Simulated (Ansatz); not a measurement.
Mulliken charges of C3H3AlN2, SMILES `[CH3][Al]([C]#N)[C]#N` from PBE/def2-TZVPP in Ansatz (PBE0-D4/def2-TZVP geometry).

```tsv
atom	x (Å)	y (Å)	z (Å)	charge (e)
C1	-1.006	-0.789	0.842	-0.400
Al2	0.275	0.181	-0.212	0.602
C3	2.004	-0.515	-0.701	-0.318
N4	3.029	-0.969	-0.971	0.047
C5	-0.067	1.955	-0.881	-0.320
N6	-0.313	3.016	-1.261	0.047
H7	-0.635	-1.771	1.140	0.116
H8	-1.936	-0.927	0.283	0.112
H9	-1.263	-0.227	1.745	0.113
```

By hand: the dipole of these point charges (1 e Å = 4.8032 D).

Σ q r = (-0.353, -0.276, 0.297) e Å, of length 0.538 e Å = 2.58 D.

How does the dipole of the full density compare? (An estimate is asked.)

The calculation gave: (-0.590, -0.457, 0.492) e Å, 4.29 D; the point charges give 0.60 times that, at 0° from its direction.

Point charges leave out the atoms' own dipoles, such as those of lone pairs, and Mulliken's split depends on the basis, so the two needn't agree.
